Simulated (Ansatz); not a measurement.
`N[BH][SnH]([F])[Cl]` + `[CH3][AlH][O][SiH3]` → `[CH3][AlH][O]BN` + `[F][SnH]([SiH3])[Cl]`  (redistribution)

Isolated molecules relaxed with PBE0-D4/def2-TZVP in Ansatz; ΔE leaves out vibrations. CBS: MP2 limit from def2 TZ/QZ plus the TZ coupled-cluster correction, frozen cores. Functionals use def2-TZVPP. def2 core potentials past Kr. For Sn outer-core shells are correlated without core-valence functions, which leaves a few kJ/mol of doubt a bond. One conformer a species, not always the lowest.

| level | ΔE (eV) |
| --- | --- |
| PBE0-D4 | -0.32 |
| B2PLYP | -0.22 |

(1) What does CCSD(T)/CBS give? (Estimate.)

Largest T1 diagnostic among the species: 0.014.

## Answers

(1) The calculation gave: -0.19 eV. The listed levels differ from it by -0.13, -0.03 eV.

In def2-TZVPP, CCSD(T) changes the Hartree–Fock value by +0.08 eV (the triples alone add +0.01 eV) and MP2 by +0.12 eV.
